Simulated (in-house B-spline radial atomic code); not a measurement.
The numbers below are computed, except where a source is named.
Two electrons in Ge: a Gaussian well −V exp(−r²/w²) with V = 172 meV and w = 15.8 nm

For Ge the NSM archive of the Ioffe Institute lists m_l = 1.6 m0, m_t = 0.08 m0 and ε = 16.2; the model takes one isotropic valley with the conductivity mass 3/(1/m_l + 2/m_t) = 0.117 m0, and so misses anisotropy and the other valleys. All triplets below are those of one valley; with several valleys two electrons can form a triplet in the 1s orbital itself, at an energy set by the valley splitting.

Effective-mass model with parabolic bands, a uniform dielectric constant, no image charges, no central-cell or spin-orbit terms. Two-electron levels come from full CI in B-splines with partial waves to l = 5 (up to 0.001 effective hartree above the limit).

(1) What are the effective units, and what is the potential in them?

In these units the lowest s and p orbitals lie at -10.6887 and -8.4941, and their Coulomb and exchange integrals are J_ss = 1.1885, J_sp = 0.9708 and K_sp = 0.1898. Full CI gives -20.2616 for the ground singlet, -18.4200 for the sp triplet, -18.0948 for the sp singlet and -16.5545 for the lowest triplet of two s orbitals.

(2) What does it cost to add the second electron, to first order and exactly?

(3) How far above the singlet do the triplets lie?

## Answers

(1) Ha* = 27211.386 meV × 0.117/16.2² = 12.13 meV and a* = 0.0529177 nm × 16.2/0.117 = 7.327 nm. V = 14.2 Ha* and w = 2.15 a*.

(2) To first order E = 2ε_s + J_ss = -20.1889, so the charging energy E(2) − 2E(1) is J_ss = 14.42 meV. CI gives -20.2616 − 2 × (-10.6887) = 1.1158, or 13.54 meV: relaxation and correlation lower it by 0.8823 meV, 6.1 % of J_ss. The s² configuration of one-electron orbitals holds 98.7 % of the state, and the mean radius is 5.84 nm. The second electron is bound by ε_s − E = 116.1 meV, against 129.7 meV for the first.

(3) To first order the sp triplet lies at ε_s + ε_p + J_sp − K_sp = -18.4018, which is 21.68 meV above 2ε_s + J_ss. CI gives -18.4200 − (-20.2616) = 1.8417, or 22.34 meV, 84 % of the orbital spacing of 26.62 meV. The ss triplet lies 44.97 meV up, so the lower of the two is the sp one, and its gap equals k_BT at 259 K. The sp singlet-triplet splitting is 3.944 meV, against 2K_sp = 4.606 meV.
